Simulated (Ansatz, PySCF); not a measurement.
H₂Mo, SMILES [MoH2] (connectivity only; charge and spin as stated), neutral, multiplicity 5. Atoms are numbered in the order given.

```xyz
3

Mo     0.0000     0.0000    -0.1847
H      0.0000     1.3924     0.8026
H      0.0000    -1.3924     0.8026
```
Charge 0, spin multiplicity 5.

Geometry: r2SCAN-D4/def2-TZVPD. The multiplicity is an assumed one; other spin states were not compared. The def2 effective core potentials stand for the cores of Mo; spin–orbit coupling is left out.

Two levels are set side by side: PBE-D3(BJ)/def2-TZVPD (Ansatz, a first-principles code) and r2SCAN-D4/def2-TZVPD (Ansatz). Each level has its own optimised geometry; the coordinates shown are those of the second. Frequencies come from the Hessian of PySCF at each geometry. Differences are taken from unrounded values.

| quantity | r2SCAN-D4 | PBE-D3(BJ) | PBE-D3(BJ) minus r2SCAN-D4 |
|---|---|---|---|
| mean bond length (Å) | 1.707 | 1.708 | 0.001 |
| bond Mo1–H2 (Å) | 1.707 | 1.708 | 0.001 |
| bond Mo1–H3 (Å) | 1.707 | 1.708 | 0.001 |
| highest harmonic wavenumber (cm⁻¹) | 1834 | 1823 | -12 |
| mean harmonic wavenumber (cm⁻¹) | 1415 | 1398 | -17 |
| zero-point energy (kcal/mol) | 6.07 | 6.00 | -0.07 |

Here PBE gives about what the other level gives.
